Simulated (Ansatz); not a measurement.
Reaction (isomerisation): `CCB(O)OC` → `COB(C)OC`

Program: Ansatz. Geometries: PBE0-D4/def2-TZVP. ΔE: electronic, gas phase. CCSD(T)/CBS adds triple-zeta CCSD(T) − MP2 to the extrapolated MP2 energy (def2 sets, frozen cores). DFT in def2-TZVPP. Each species was taken in one conformer, which may not be the lowest.

| species | r2SCAN-D4 energy (Eh) |
| --- | --- |
| `CCB(O)OC` | -295.09758 |
| `COB(C)OC` | -295.08175 |

Problem. Work out ΔE.

Solution. ΔE = (-295.08175) − (-295.09758) = 0.01583 Eh = +0.43 eV. CCSD(T)/CBS gives +0.47 eV.

Largest T1 diagnostic among the species: 0.012.

In def2-TZVPP, CCSD(T) changes the Hartree–Fock value by +0.08 eV (the triples alone add +0.00 eV) and MP2 by +0.13 eV.
